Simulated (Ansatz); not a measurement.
Relaxation of Ge(SiH3)2H2 (Si₂GeH₈) with RKS PBE-D4/def2-SVP.

```sh
$ ansatz run in.yaml --threads 2 --pin off --events-out ev --progress --plain --max-ram 4352MiB
```

```yaml
crystal:
  periodic: [false, false, false]
  atoms:
    - {symbol: Ge, position_ang: [-0.627280, 0.002470, -0.446390]}
    - {symbol: Si, position_ang: [-0.918440, -0.018290, 1.878390]}
    - {symbol: Si, position_ang: [1.472520, 0.015330, -1.484950]}
    - {symbol: H, position_ang: [-0.377470, -1.254320, 2.449090]}
    - {symbol: H, position_ang: [-2.324700, 0.083470, 2.269160]}
    - {symbol: H, position_ang: [-0.200190, 1.102670, 2.489740]}
    - {symbol: H, position_ang: [2.210160, -1.207390, -1.159260]}
    - {symbol: H, position_ang: [2.265780, 1.151580, -1.009240]}
    - {symbol: H, position_ang: [1.377340, 0.111070, -2.941740]}
    - {symbol: H, position_ang: [-1.440020, 1.154410, -1.012590]}
    - {symbol: H, position_ang: [-1.437690, -1.141000, -1.032210]}
basis:
  gaussian: {orbitals: def2-SVP}
hamiltonian: {xc: pbe, dispersion: d4}
scf: {omitted_lower_state_checks: [starts]}
output: {orbitals: {seedname: orbitals}}
relax: {f_tol: 0.02, max_steps: 100}
```

Hardware: 2 threads of Intel Xeon Platinum 8488C on a shared host. Wall time 21 s.

Positions (Å) and forces (eV/Å) at steps 1, 2, 3, 4, 6, 7, 8 of 8:

```xyz
11
step=1 energy=-72374.1998 eV
Ge   -0.627    0.002   -0.446   -0.273    0.004   -0.188
Si   -0.918   -0.018    1.878    0.325   -0.002   -0.122
Si    1.473    0.015   -1.485   -0.010   -0.002    0.345
H    -0.377   -1.254    2.449    0.283   -0.659    0.265
H    -2.325    0.083    2.269   -0.788    0.052    0.051
H    -0.200    1.103    2.490    0.376    0.601    0.294
H     2.210   -1.207   -1.159    0.359   -0.657    0.183
H     2.266    1.152   -1.009    0.389    0.606    0.255
H     1.377    0.111   -2.942   -0.211    0.050   -0.762
H    -1.440    1.154   -1.013   -0.222    0.723   -0.151
H    -1.438   -1.141   -1.032   -0.228   -0.717   -0.170
11
step=2 energy=-72374.3795 eV
Ge   -0.743    0.004   -0.528    0.180    0.006    0.128
Si   -0.841   -0.019    1.863   -0.197    0.003   -0.260
Si    1.483    0.014   -1.406   -0.309    0.004   -0.099
H    -0.300   -1.288    2.435    0.079   -0.168    0.038
H    -2.300    0.083    2.172   -0.164    0.006    0.226
H    -0.122    1.136    2.481    0.100    0.157    0.027
H     2.223   -1.242   -1.082    0.063   -0.169    0.063
H     2.283    1.183   -0.933    0.057    0.157    0.085
H     1.294    0.110   -2.886    0.159    0.008   -0.230
H    -1.488    1.272   -1.046    0.020   -0.068    0.013
H    -1.489   -1.252   -1.071    0.012    0.064    0.010
11
step=3 energy=-72374.4100 eV
Ge   -0.711    0.004   -0.505   -0.016    0.002   -0.012
Si   -0.891   -0.019    1.887    0.008    0.003   -0.064
Si    1.489    0.014   -1.461   -0.058    0.001    0.029
H    -0.333   -1.298    2.448    0.020   -0.007    0.006
H    -2.346    0.081    2.264    0.032   -0.004    0.000
H    -0.154    1.146    2.489    0.016    0.007    0.006
H     2.224   -1.252   -1.117    0.012   -0.008    0.017
H     2.280    1.194   -0.966    0.011    0.007    0.013
H     1.366    0.109   -2.961    0.011   -0.004    0.029
H    -1.460    1.266   -1.026   -0.015   -0.024   -0.011
H    -1.464   -1.245   -1.052   -0.020    0.026   -0.014
11
step=4 energy=-72374.4136 eV
Ge   -0.722    0.004   -0.513   -0.044    0.002   -0.032
Si   -0.877   -0.019    1.876   -0.016   -0.001   -0.010
Si    1.484    0.014   -1.445   -0.014   -0.001   -0.012
H    -0.314   -1.298    2.437    0.012    0.010   -0.012
H    -2.331    0.080    2.260    0.025   -0.004    0.022
H    -0.138    1.146    2.477    0.007   -0.008   -0.015
H     2.220   -1.252   -1.096   -0.008    0.009    0.015
H     2.274    1.194   -0.946   -0.011   -0.008    0.011
H     1.367    0.108   -2.944    0.029   -0.003    0.016
H    -1.479    1.259   -1.040    0.012    0.000    0.009
H    -1.485   -1.235   -1.067    0.009    0.004    0.007
11
step=6 energy=-72374.4241 eV
Ge   -0.813    0.034   -0.578    0.032   -0.007    0.022
Si   -0.833   -0.028    1.818   -0.041   -0.047    0.018
Si    1.443    0.002   -1.384   -0.001   -0.043   -0.043
H    -0.141   -1.282    2.299   -0.048    0.068   -0.024
H    -2.247   -0.009    2.350    0.105    0.000   -0.020
H    -0.086    1.166    2.353   -0.021   -0.014    0.006
H     2.137   -1.248   -0.898   -0.033    0.059   -0.035
H     2.183    1.199   -0.847   -0.001   -0.011   -0.019
H     1.481    0.032   -2.894    0.015   -0.002    0.099
H    -1.531    1.320   -1.076   -0.002    0.005    0.000
H    -1.593   -1.185   -1.143   -0.005   -0.009   -0.005
11
step=7 energy=-72374.4252 eV
Ge   -0.810    0.031   -0.575    0.012    0.015    0.009
Si   -0.835   -0.026    1.819   -0.012   -0.020    0.021
Si    1.443    0.003   -1.387    0.014   -0.016   -0.018
H    -0.157   -1.280    2.304   -0.005    0.014   -0.010
H    -2.245   -0.002    2.350    0.012   -0.001   -0.010
H    -0.093    1.163    2.369    0.002    0.000   -0.014
H     2.139   -1.247   -0.915   -0.012    0.012    0.000
H     2.193    1.197   -0.858   -0.010    0.000    0.006
H     1.481    0.037   -2.892   -0.005    0.000    0.013
H    -1.530    1.315   -1.075    0.001   -0.006   -0.001
H    -1.587   -1.192   -1.139    0.003    0.002    0.004
11
step=8 energy=-72374.4254 eV
Ge   -0.809    0.032   -0.575    0.000    0.000    0.000
Si   -0.835   -0.027    1.818    0.000    0.000    0.001
Si    1.443    0.002   -1.386    0.001    0.000   -0.001
H    -0.154   -1.280    2.301    0.000    0.001   -0.001
H    -2.243   -0.004    2.350    0.000    0.000    0.000
H    -0.091    1.164    2.362    0.000    0.000   -0.001
H     2.136   -1.247   -0.911   -0.001    0.000    0.000
H     2.189    1.197   -0.854   -0.001   -0.001    0.000
H     1.481    0.037   -2.891    0.000    0.000    0.000
H    -1.530    1.315   -1.076    0.000    0.001    0.000
H    -1.587   -1.191   -1.138    0.000    0.000    0.000
```
